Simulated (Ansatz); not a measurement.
`O[SiH2][AsH2]` + `[SiH3]C[CH2][GeH3]` → `[SiH3]CC[AsH2]` + `O[SiH2][GeH3]`  (redistribution)

Calculated with Ansatz (gas phase, PBE0-D4/def2-TZVP geometries, no zero-point term in ΔE). CCSD(T)/CBS adds triple-zeta CCSD(T) − MP2 to the extrapolated MP2 energy (def2 sets, frozen cores). Functionals use def2-TZVPP. B3LYP here is the variant with VWN-RPA as its local correlation; programs differ in this. For As, Ge outer-core shells are correlated without core-valence functions, which leaves a few kJ/mol of doubt a bond. Scalar relativity is left out up to krypton. One conformer a species, not always the lowest.

`O[SiH2][AsH2]`:

Cartesian coordinates in Å:
```
O -1.312 -1.236 0.163
Si -0.468 0.177 0.286
As 1.785 -0.413 -0.050
H -2.268 -1.187 0.180
H -0.974 1.177 -0.696
H -0.595 0.775 1.646
H 2.189 1.055 0.034
H 1.642 -0.347 -1.564
```

`[SiH3]C[CH2][GeH3]`:

Cartesian coordinates in Å:
```
Si 2.069 -0.949 -0.404
C 0.391 -0.143 -0.657
C -0.343 0.116 0.660
Ge -2.094 0.964 0.405
H 1.906 -2.252 0.297
H 2.757 -1.190 -1.702
H 2.931 -0.074 0.437
H -0.206 -0.787 -1.313
H 0.538 0.792 -1.209
H 0.249 0.762 1.315
H -0.500 -0.818 1.208
H -2.982 0.061 -0.472
H -1.914 2.314 -0.313
H -2.802 1.205 1.751
```

`[SiH3]CC[AsH2]`:

```xyz
13

Si   -1.412   -1.154    0.852
C     0.207   -0.414    0.243
C     0.008    0.869   -0.550
As    1.646    1.740   -1.243
H    -2.298   -1.468   -0.302
H    -1.173   -2.405    1.623
H    -2.121   -0.182    1.730
H     0.724   -1.163   -0.366
H     0.853   -0.231    1.108
H    -0.498    1.631    0.050
H    -0.626    0.699   -1.425
H     2.265    0.456   -1.784
H     2.425    1.623    0.063
```

`O[SiH2][GeH3]`:

```xyz
9

O    -1.077   -0.670   -1.483
Si    0.248    0.121   -0.892
Ge    0.067    0.078    1.476
H    -1.163   -0.744   -2.435
H     1.512   -0.539   -1.329
H     0.301    1.529   -1.383
H     1.275    0.802    2.097
H     0.049   -1.366    2.003
H    -1.213    0.788    1.946
```

```
             level  ΔE (kJ/mol)
           PBE0-D4         28.6
          B3LYP-D4         27.5
               PBE         26.1
             B3LYP         27.2
    MP2/def2-TZVPP         32.7
SCS-MP2/def2-TZVPP         30.6
   CCSD/def2-TZVPP         29.1
SCS-MP2/def2-QZVPP         31.8
```

(1) What does CCSD(T)/CBS give? (Best estimate.)

Largest T1 diagnostic among the species: 0.012.

Results:

(1) Computed: +31.5 kJ/mol. The listed levels differ from it by -2.9, -4.0, -5.4, -4.3, 1.2, -0.9, -2.4, 0.3 kJ/mol.
